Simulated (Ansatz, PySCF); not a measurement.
C2H9FSi3, SMILES C1[SiH2]C[Si@@H]([SiH2]1)F. Atoms are numbered in the order given.

```xyz
15

F      1.6642     1.5859     0.8404
Si     1.0887     0.7638    -0.4565
C      1.2121    -1.0855    -0.1037
Si    -0.3871    -1.6504     0.7490
C     -1.7761    -0.7877    -0.2154
Si    -1.2602     1.0125    -0.5820
H      1.9086     1.1845    -1.6286
H      1.2927    -1.6115    -1.0732
H      2.1184    -1.3270     0.4759
H     -0.5366    -3.1360     0.7444
H     -0.3902    -1.1754     2.1645
H     -1.9005    -1.3129    -1.1791
H     -2.7435    -0.8404     0.3092
H     -1.7424     1.9328     0.4897
H     -1.7815     1.4904    -1.8974
```
Charge 0, spin multiplicity 1.

Geometry: B3LYP-D3(BJ)/def2-SVP. The structure was generated by enumeration; whether it is a known compound was not checked. Other conformers were not sampled.

Vertical ionisation energy (IE) and electron affinity (EA) in eV. Rows of orbital energies are one-electron estimates. Where ΔSCF, EOM or ADC give a negative EA the extra electron is unbound and the value depends on the basis.

```
level                                                                       IE     EA
------------------------------------------------------------------------  ----  -----
−ε(HOMO), −ε(LUMO), PBE0/def2-TZVP (PySCF)                                7.74   0.63
−ε(HOMO), −ε(LUMO), PBE/def2-TZVP (PySCF)                                 6.58   1.48
ΔSCF, CAM-B3LYP/def2-SVPD (Ansatz), final states of multiplicity 2 and 2  9.78  -1.03
ΔSCF, PBE/def2-SVPD (Ansatz), final states of multiplicity 2 and 2        9.32  -0.72
```

What vertical singlet–triplet gap does ΔSCF give with CAM-B3LYP/def2-SVPD (Ansatz, a program for electronic structure) and with PBE/def2-SVPD (Ansatz)? (An estimate is asked for; the answer gives what the named calculation found.)

5.36 and 4.79 eV (triplet above singlet where positive).
